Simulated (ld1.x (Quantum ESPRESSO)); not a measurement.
tin: excitation energies, all-electron against TM

tin (Sn), norm-conserving Troullier–Martins (Kleinman–Bylander form), made with ld1.x (Quantum ESPRESSO) 7.5 (BP86, scalar-relativistic). Core [Ar] 3d10 4s2, reference 4p6 4d10 5s2 5p0 (charge +2). Waves: 5s (bound): rc 1.65 bohr; 4d (bound): rc 1.20 bohr; 4p (bound): rc 1.20 bohr. Local part: the p channel. Core correction: Bessel-smoothed model core, default radius (core density twice the valence density).

Energies are relative to the spin-unpolarised reference configuration 4p6 4d10 5s2 5p0; without spin polarisation the order of configurations can differ from experiment.

Question: Give the all-electron excitation energy and the error of the potential for: 4p6 4d10 5s2 5p2; 4p6 4d10 5s2 5p1; 4p6 4d10 5s1 5p0; 4p6 4d10 5s2 5p2.3; 4p5 4d10 5s2 5p2; 4p6 4d10 5s0 5p0; 4p6 4d9 5s2 5p3.

Answer:

| valence configuration | charge | ΔE all-electron (eV) | error AE − PS (meV) |
| --- | --- | --- | --- |
| 4p6 4d10 5s2 5p2 | 0 | -21.155 | +319 |
| 4p6 4d10 5s2 5p1 | +1 | -14.122 | +214 |
| 4p6 4d10 5s1 5p0 | +3 | 31.174 | -11 |
| 4p6 4d10 5s2 5p2.3 | -0.3 | -22.045 | +334 |
| 4p5 4d10 5s2 5p2 | +1 | 76.447 | +519 |
| 4p6 4d10 5s0 5p0 | +4 | 72.286 | -38 |
| 4p6 4d9 5s2 5p3 | 0 | 3.254 | +697 |

Levels in the configuration 4p6 4d10 5s2 5p1:

```tsv
level	all-electron (eV)	pseudo (eV)
4p	-97.784	-97.610
4d	-33.901	-33.755
5s	-18.012	-17.942
5p	-10.428	-10.579
```

Note: ghost state, extra bound levels that the all-electron valence spectrum of the same l lacks: s at -80.2 eV. A true bound ghost makes a file unfit for plane-wave use.
